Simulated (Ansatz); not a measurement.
Gas-phase electronic energies from Ansatz, PBE0-D4/def2-TZVP geometries. CCSD(T)/CBS adds triple-zeta CCSD(T) − MP2 to the extrapolated MP2 energy (def2 sets, frozen cores). For Br, Zn outer-core shells are correlated without core-valence functions, which leaves a few kJ/mol of doubt a bond. Scalar relativity is left out up to krypton. One conformer a species, not always the lowest.

`CC(C)(C)[O][Zn][F]` + `O[Si](O)([SiH3])Br` → `CO[Si](O)([SiH3])Br` + `CC(C)[O][Zn][F]`  (substitution at a C–C bond)

```csv
species,CCSD(T)/CBS(def2) energy (Eh)
`CC(C)(C)[O][Zn][F]`,-2111.03649
`O[Si](O)([SiH3])Br`,-3304.98629
`CO[Si](O)([SiH3])Br`,-3344.22679
`CC(C)[O][Zn][F]`,-2071.76921
```

Task: Work out ΔE.

Result: ΔE = (-3344.22679) + (-2071.76921) − (-2111.03649) − (-3304.98629) = 0.02678 Eh = +0.73 eV.

Largest T1 diagnostic among the species: 0.016.

In def2-TZVPP, CCSD(T) changes the Hartree–Fock value by +0.17 eV (the triples alone add +0.02 eV) and MP2 by +0.23 eV.
